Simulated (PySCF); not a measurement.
Compound: PhOCF2H, C7H6F2O.
Numbering: `[F:1][CH:2]([F:3])[O:4][c:5]1[cH:6][cH:7][cH:8][cH:9][cH:10]1` (hydrogens: H11 on C2; H12 on C6; H13 on C7; H14 on C8; H15 on C9; H16 on C10)

The same species was optimised twice, with GFN2-xTB and with PBE0-D3(BJ)/def2-SVP (PySCF), and the same property calculations (PySCF, gas phase) were run on both structures.

```json
{"coordinate": "O4–C5 (Å)", "GFN2-xTB": "1.391", "PBE0-D3(BJ)/def2-SVP": "1.370", "change": "-0.021"}
{"coordinate": "C2–O4 (Å)", "GFN2-xTB": "1.344", "PBE0-D3(BJ)/def2-SVP": "1.359", "change": "+0.015"}
{"coordinate": "C2–F3 (Å)", "GFN2-xTB": "1.361", "PBE0-D3(BJ)/def2-SVP": "1.349", "change": "-0.012"}
{"coordinate": "F1–C2 (Å)", "GFN2-xTB": "1.341", "PBE0-D3(BJ)/def2-SVP": "1.329", "change": "-0.012"}
{"coordinate": "C5–C10 (Å)", "GFN2-xTB": "1.386", "PBE0-D3(BJ)/def2-SVP": "1.396", "change": "+0.010"}
{"coordinate": "C7–C8 (Å)", "GFN2-xTB": "1.386", "PBE0-D3(BJ)/def2-SVP": "1.396", "change": "+0.010"}
{"coordinate": "C8–C9 (Å)", "GFN2-xTB": "1.382", "PBE0-D3(BJ)/def2-SVP": "1.392", "change": "+0.010"}
{"coordinate": "C6–C7 (Å)", "GFN2-xTB": "1.381", "PBE0-D3(BJ)/def2-SVP": "1.390", "change": "+0.009"}
{"coordinate": "C9–C10 (Å)", "GFN2-xTB": "1.387", "PBE0-D3(BJ)/def2-SVP": "1.396", "change": "+0.009"}
{"coordinate": "C5–C6 (Å)", "GFN2-xTB": "1.390", "PBE0-D3(BJ)/def2-SVP": "1.396", "change": "+0.006"}
{"coordinate": "F1–C2–F3 (°)", "GFN2-xTB": "105.7", "PBE0-D3(BJ)/def2-SVP": "107.6", "change": "+1.9"}
{"coordinate": "F3–C2–O4 (°)", "GFN2-xTB": "112.3", "PBE0-D3(BJ)/def2-SVP": "110.8", "change": "-1.5"}
{"coordinate": "F1–C2–O4 (°)", "GFN2-xTB": "108.0", "PBE0-D3(BJ)/def2-SVP": "107.1", "change": "-0.9"}
{"coordinate": "O4–C5–C10 (°)", "GFN2-xTB": "123.7", "PBE0-D3(BJ)/def2-SVP": "123.3", "change": "-0.4"}
{"coordinate": "O4–C5–C6 (°)", "GFN2-xTB": "115.7", "PBE0-D3(BJ)/def2-SVP": "116.0", "change": "+0.3"}
{"coordinate": "C7–C8–C9 (°)", "GFN2-xTB": "119.8", "PBE0-D3(BJ)/def2-SVP": "119.5", "change": "-0.3"}
{"coordinate": "C6–C7–C8 (°)", "GFN2-xTB": "120.2", "PBE0-D3(BJ)/def2-SVP": "120.4", "change": "+0.2"}
{"coordinate": "C8–C9–C10 (°)", "GFN2-xTB": "120.7", "PBE0-D3(BJ)/def2-SVP": "120.8", "change": "+0.1"}
{"coordinate": "F1–C2–O4–C5 (°)", "GFN2-xTB": "-162", "PBE0-D3(BJ)/def2-SVP": "-162", "change": "0"}
{"coordinate": "C2–O4–C5–C6 (°)", "GFN2-xTB": "162", "PBE0-D3(BJ)/def2-SVP": "156", "change": "-6"}
```

Rotational constants: A = 3632, B = 761.0, C = 654.0 MHz (GFN2-xTB) against A = 3593, B = 770.4, C = 656.4 MHz (PBE0-D3(BJ)/def2-SVP). Point groups within 0.08 Å: C1 and C1.

On the GFN2-xTB structure: HOMO (eV) -7.31 [PBE0/pcSseg-1]; LUMO (eV) -0.64 [PBE0/pcSseg-1]; dipole (D) 2.90 [PBE0/pcSseg-1]; GIAO shielding of F1/F3 (mean) (ppm) 268.1 [PBE0/pcSseg-1]; GIAO shielding of C2 (ppm) 63.9 [PBE0/pcSseg-1]; GIAO shielding of O4 (ppm) 159.6 [PBE0/pcSseg-1]; GIAO shielding of C5 (ppm) 26.3 [PBE0/pcSseg-1]; GIAO shielding of C6/C10 (mean) (ppm) 65.5 [PBE0/pcSseg-1]; GIAO shielding of C7/C9 (mean) (ppm) 51.2 [PBE0/pcSseg-1]; GIAO shielding of C8 (ppm) 57.4 [PBE0/pcSseg-1].

What do these properties become on the PBE0-D3(BJ)/def2-SVP structure?

| property | level | on GFN2-xTB | on PBE0-D3(BJ)/def2-SVP | change |
| --- | --- | --- | --- | --- |
| HOMO (eV) | PBE0/pcSseg-1 | -7.31 | -7.19 | +0.12 |
| LUMO (eV) | PBE0/pcSseg-1 | -0.64 | -0.63 | +0.01 |
| dipole (D) | PBE0/pcSseg-1 | 2.90 | 2.55 | -0.35 |
| energy, GFN2-xTB geometry as zero (kcal/mol) | PBE0/pcSseg-1 | 0.0 | -0.6 | -0.6 |
| GIAO shielding of F1/F3 (mean) (ppm) | PBE0/pcSseg-1 | 268.1 | 271.5 | +3.4 |
| GIAO shielding of C2 (ppm) | PBE0/pcSseg-1 | 63.9 | 64.4 | +0.5 |
| GIAO shielding of O4 (ppm) | PBE0/pcSseg-1 | 159.6 | 156.7 | -2.9 |
| GIAO shielding of C5 (ppm) | PBE0/pcSseg-1 | 26.3 | 26.2 | -0.1 |
| GIAO shielding of C6/C10 (mean) (ppm) | PBE0/pcSseg-1 | 65.5 | 63.3 | -2.2 |
| GIAO shielding of C7/C9 (mean) (ppm) | PBE0/pcSseg-1 | 51.2 | 48.8 | -2.4 |
| GIAO shielding of C8 (ppm) | PBE0/pcSseg-1 | 57.4 | 55.5 | -1.9 |

The heavy atoms differ by 0.047 Å rms after alignment. Among bonds between heavy atoms O4–C5 changes most (-0.021 Å). Changes are differences of the printed values. Neither structure is proved a minimum here.

The values belong to the conformer `[F:1][CH:2]([F:3])[O:4][c:5]1[cH:6][cH:7][cH:8][cH:9][cH:10]1`: F1–C2–O4–C5 -162°, C2–O4–C5–C6 156°.
